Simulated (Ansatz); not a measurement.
C$_{2}$H$_{3}$NSSi, SMILES `N#C[SiH]1CS1`, relaxed with RKS PBE0-D4/def2-TZVP in Ansatz 0.2.0 from a PBE-D4/def2-SVP geometry. The force threshold is 0.005 eV/Å; the program also tests the step.

Total charge 0; spin multiplicity 1.

Start:

```xyz
8

N     0.635    2.751    1.119
C     0.543    1.781    0.464
Si    0.415    0.230   -0.533
C    -0.516   -1.177    0.238
S    -1.510   -0.362   -1.150
H     1.617    0.042   -1.392
H    -0.967   -1.049    1.238
H    -0.216   -2.217    0.016
```

(1) By how much does the energy fall, and how many steps does the optimiser take? (Estimate.)

(2) Which bonds change most? (Best estimate.)

(3) Give the relaxed structure. (Estimate.)

Answers

(1) Ansatz gave: 6.71 kJ/mol, in 6 steps.

(2) Computed: Si3–S5 from 2.107 to 2.069 Å; Si3–C4 from 1.855 to 1.831 Å; C4–S5 from 1.892 to 1.868 Å; N1–C2 from 1.175 to 1.152 Å.

(3) The calculation gave: 
```xyz
8

N     0.640    2.728    1.089
C     0.538    1.763    0.467
Si    0.402    0.223   -0.523
C    -0.510   -1.171    0.237
S    -1.487   -0.360   -1.133
H     1.595    0.056   -1.367
H    -0.960   -1.047    1.217
H    -0.219   -2.192    0.012
```
